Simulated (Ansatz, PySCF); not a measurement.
Ge(F)(OH)2(NH2) (FGeH₄NO₂), SMILES [NH2][Ge]([F])([OH])[OH]. Atoms are numbered in the order given.

```xyz
9

N     -1.7279    -0.5054    -0.0117
Ge     0.0025    -0.0202    -0.0011
O      0.2857     1.7114    -0.0266
O      0.9244    -0.6563    -1.3461
F      0.6198    -0.6373     1.4976
H     -2.1445    -0.6087    -0.9322
H     -1.9240    -1.3267     0.5534
H     -0.2143     2.1789     0.6517
H      1.7133    -0.1309    -1.5245
```
Charge 0, spin multiplicity 1.

The structure is a stationary point at PBE0-D3(BJ)/def2-SVP. This is a generated structure with no PubChem entry under its InChIKey; it may be hypothetical. One conformer was computed; it need not be the lowest.

Two levels are set side by side: PBE-D3(BJ)/def2-SVP (Ansatz, a first-principles code) and PBE0-D3(BJ)/def2-SVP (Ansatz). Each level has its own optimised geometry; the coordinates shown are those of the second. Frequencies come from the Hessian of PySCF at each geometry. Differences are taken from unrounded values.

```json
[
 {"quantity": "mean bond length (Å)", "PBE0-D3(BJ)": "1.375"},
 {"quantity": "bond N1–Ge2 (Å)", "PBE0-D3(BJ)": "1.797"},
 {"quantity": "bond Ge2–O3 (Å)", "PBE0-D3(BJ)": "1.755"},
 {"quantity": "bond Ge2–O4 (Å)", "PBE0-D3(BJ)": "1.750"},
 {"quantity": "bond Ge2–F5 (Å)", "PBE0-D3(BJ)": "1.734"},
 {"quantity": "bond N1–H6 (Å)", "PBE0-D3(BJ)": "1.016"},
 {"quantity": "bond N1–H7 (Å)", "PBE0-D3(BJ)": "1.016"},
 {"quantity": "bond O3–H8 (Å)", "PBE0-D3(BJ)": "0.964"},
 {"quantity": "bond O4–H9 (Å)", "PBE0-D3(BJ)": "0.964"},
 {"quantity": "highest harmonic wavenumber (cm⁻¹)", "PBE0-D3(BJ)": "3906"},
 {"quantity": "mean harmonic wavenumber (cm⁻¹)", "PBE0-D3(BJ)": "1173"},
 {"quantity": "zero-point energy (kcal/mol)", "PBE0-D3(BJ)": "35.22"}
]
```

Problem. What does PBE-D3(BJ) give, and how far is it from PBE0-D3(BJ)? (The exact figures need the calculation; the answer reports its results.)

Solution. 
```tsv
quantity	PBE-D3(BJ)	PBE-D3(BJ) minus PBE0-D3(BJ)
mean bond length (Å)	1.392	0.018
bond N1–Ge2 (Å)	1.822	0.025
bond Ge2–O3 (Å)	1.778	0.024
bond Ge2–O4 (Å)	1.775	0.024
bond Ge2–F5 (Å)	1.756	0.022
bond N1–H6 (Å)	1.026	0.011
bond N1–H7 (Å)	1.027	0.011
bond O3–H8 (Å)	0.976	0.012
bond O4–H9 (Å)	0.977	0.012
highest harmonic wavenumber (cm⁻¹)	3727	-179
mean harmonic wavenumber (cm⁻¹)	1128	-46
zero-point energy (kcal/mol)	33.85	-1.37
```

GGA bonds tend to be longer and softer than those of functionals with exact exchange. Differences between two approximate levels are no errors against the true value.
